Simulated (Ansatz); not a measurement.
```yaml
crystal:
  periodic: [false, false, false]
  atoms:
    - {symbol: Ge, position_ang: [-0.105359, -0.047923, 0.740507]}
    - {symbol: H, position_ang: [1.378199, -0.051058, -0.098106]}
    - {symbol: H, position_ang: [-0.572952, 1.117193, -0.134020]}
    - {symbol: H, position_ang: [-0.746325, -1.154050, -0.193811]}
basis:
  gaussian: {orbitals: x2c-TZVPPall}
magnetization: {spin_polarized: true, initial_magnetization: 1}
hamiltonian: {xc: {name: HSE06}}
scf: {lower_state_search: full}
output: {forces: true}
```

```sh
$ ansatz run in.yaml --threads 4 --pin off --events-out ev --progress --plain --max-ram 3916MiB
```

Output, abridged:

```
Functional definition: HSE06
599 factors; their error is unknown
56 factors; integrals over basis functions are off by at most 8.0e-7 eV
mean field evaluation 1: about -57149.8792 eV, gradient 1.3e1 eV
mean field evaluation 2: about -57150.0190 eV, gradient 1.3e1 eV
mean field evaluation 4: about -57150.6472 eV, gradient 5.2e-1 eV
mean field evaluation 8: about -57150.7892 eV, gradient 9.4e-2 eV
mean field evaluation 16: about -57150.7892 eV, gradient 4.2e-5 eV
mean field evaluation 32: about -57150.7892 eV, gradient 9.7e-2 eV
mean field evaluation 64: about -57150.6483 eV, gradient 1.1e-1 eV
mean field -57150.78920857 eV, -2100.2527652188 hartree, gradient 4.2e-5 eV, S^2 0.752235; 3 other end points of the search recorded, 0 dependent functions left out
reference -57150.78923968 eV, -2100.2527663618 hartree; 18, 17 occupied and 72, 73 virtual orbitals, 599 factors
Total energy: -57150.78923968 eV, -2100.2527663618 hartree
Relativity: scalar
Atom 0 at    -0.105359    -0.047923     0.740507 Å, force     1.630570    -0.461279    -3.053178 eV/Å
Atom 1 at     1.378199    -0.051058    -0.098106 Å, force    -0.926096    -0.155661     1.534549 eV/Å
Atom 2 at    -0.572952     1.117193    -0.134020 Å, force    -0.559852     0.789925     0.566192 eV/Å
Atom 3 at    -0.746325    -1.154050    -0.193811 Å, force    -0.144622    -0.172985     0.952437 eV/Å
Dipole moment:    -0.077499     0.004893     0.197968 e Å
```

Run time 1.9 s (4 threads of Arm Neoverse V1 on a shared host).

DK, ANO-RCC and x2c sets are all-electron and run with scalar relativity unless a key says otherwise. HSE06 is defined as in plane-wave codes, on full-range PBE exchange.
